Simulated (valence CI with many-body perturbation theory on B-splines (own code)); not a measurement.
**Sensitivity of CI+MBPT for K⁴⁺**

Level of theory: relativistic CI+MBPT: five valence electrons over a frozen Dirac-Fock core [Ne], radial functions for each j: 6 s, 6 p, 5 d, 3 f, 1 g, with the one-electron correlation potential Σ1, the two-electron term Σ2, the three-electron term Σ3, Breit, model QED; selected CI, second order for the rest, scaled by the run's own slope (own B-spline code, finite nucleus).

Against 14 measured levels this calculation errs by 299 cm⁻¹ on average and by 949 at most. These come from a selection out of Sansonetti, J. Phys. Chem. Ref. Data 37, 7 (2008). Levels without a partner in it may be off by more. Among the levels kept, up to 1500 cm⁻¹ of a level comes from second order outside the variational space, and about a tenth of that is noise between levels of different J, which matters for small intervals. 2 measured levels below the end of the list, from 206720 cm⁻¹ on, found no clear computed partner, and computed levels of the same name lie up to 7092 cm⁻¹ from them.

The reference run has the lowest level 3s2.3p3 4S°_3/2 and an ionisation energy of 81.7803 eV. Its largest variational space holds 10000 state functions.

Names give the largest LS component (configuration and term), which can be under half, so a name can repeat, a term be missing and a line seem to break the LS rules; names also repeat where a configuration has a term twice.

Changed runs:
A. averaging of valence orbitals over low configurations on → off
B. scale of Σ1 1 → 0.8
C. highest l in the core sums 6 → 7
D. factor on the speed of light 1 → 1.1 (bad on purpose)

Excitation energies of the reference run in cm⁻¹, and shifts in cm⁻¹:

| Level | Reference | A | B | C | D |
| --- | --- | --- | --- | --- | --- |
| 3s2.3p3 2D°_3/2 | 24376 | -4.7 | -14 | +0.2 | +48 |
| 3s2.3p3 2D°_5/2 | 24608 | -5.1 | -15 | +0.2 | -26 |
| 3s2.3p3 2P°_1/2 | 40231 | +0.9 | -21 | +0.3 | -39 |
| 3s2.3p3 2P°_3/2 | 40548 | +1.8 | -23 | +0.3 | -140 |
| 3s.3p4 4P_5/2 | 136551 | -11 | -21 | +1.7 | -366 |
| 3s.3p4 4P_3/2 | 137949 | -10 | -26 | +1.6 | -615 |
| 3s.3p4 4P_1/2 | 138719 | -10 | -28 | +1.3 | -744 |
| 3s.3p4 2D_3/2 | 169756 | -16 | -43 | +2.7 | -467 |
| 3s.3p4 2D_5/2 | 169880 | -19 | -43 | +2.8 | -500 |
| 3s2.3p2.3d 2P_3/2 | 194980 | -19 | -63 | +4.1 | -262 |
| 3s2.3p2.3d 2P_1/2 | 196506 | -17 | -66 | +4.1 | -506 |
| 3s.3p4 2S_1/2 | 206405 | -5.0 | -64 | +2.6 | -552 |
| Ionisation energy (eV) | 81.7803 | +0.0012 | -0.0666 | -0.0008 | +0.0410 |
